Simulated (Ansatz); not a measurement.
A nudged elastic band was laid between two geometries of BCl2F + H2 (6 atoms, charge 0, multiplicity 1).

These are results of RKS PBE0/def2-SVP (Ansatz 0.2.0), not measurements.

- movable images: 5
- climbing image: yes
- spring: 5.0 eV/Å²
- optimiser: quadratic models (default)
- start path: through a guess of the saddle point
- force threshold: 0.05 eV/Å
- iteration limit: 60
- end points: relaxed

Image 0:

```xyz
6
Properties=species:S:1:pos:R:3
B -0.036 0.540 0.109
Cl -0.009 0.996 1.791
F 1.088 0.225 -0.487
Cl -1.522 0.505 -0.803
H -0.251 -2.570 0.568
H -0.099 -2.345 1.279
```

Image 6:

```xyz
6
Properties=species:S:1:pos:R:3
B -0.116 -0.358 -0.625
Cl -0.056 -0.140 2.560
F 1.067 0.198 -0.732
Cl -1.535 0.603 -0.966
H -0.215 -1.529 -0.373
H 0.027 -1.423 2.592
```

**Question.** What changes between the two ends?

**Answer.** Bonds broken: B1–Cl2, H5–H6. Bonds formed: B1–H5, Cl2–H6. BCl2F + H2 becomes BClFH + ClH.

**Question.** What energy profile does the band end with?

**Answer.** The run converged. The highest image is number 3 of 0 to 6, 1.46 eV above the first end and 0.86 eV above the last; the last end lies 0.60 eV above the first. A vibrational analysis at the climbing image gives one clearly imaginary mode, 867i cm⁻¹: a first-order saddle point. The orbitals stay closed-shell, which can raise the energy where a bond breaks towards radicals; this wasn't checked here.

```
image  path coordinate (Å)  energy (eV)  B1–Cl2 (Å)  H5–H6 (Å)  B1–H5 (Å)
    0                 0.00         0.00        1.74       0.76       3.15
    1                 0.72         0.06        1.75       0.76       2.54
    2                 1.44         0.47        1.79       0.78       1.87
    3                 2.15         1.46        2.10       1.08       1.31
    4                 2.79         0.83        2.68       1.63       1.21
    5                 3.43         0.63        3.08       2.24       1.20
    6                 4.07         0.60        3.19       2.98       1.20
```

**Question.** What is the geometry of the highest image?

**Answer.** 
```xyz
6
Properties=species:S:1:pos:R:3
B -0.076 -0.314 0.030
Cl -0.062 0.141 2.083
F 1.105 0.034 -0.460
Cl -1.573 0.238 -0.721
H -0.134 -1.600 0.274
H -0.088 -1.148 1.251
```

**Question.** What are the harmonic wavenumbers there?

**Answer.** 867i, 195, 281, 395, 694, 763, 851, 1075, 1305, 1384, 1663, 2209 cm⁻¹.

The band took 52 iterations and about 10 core-minutes.

Time of the run: 9.6 min on 1 thread of Arm Neoverse V2, with other jobs on the host, peak memory 0.14 GiB.
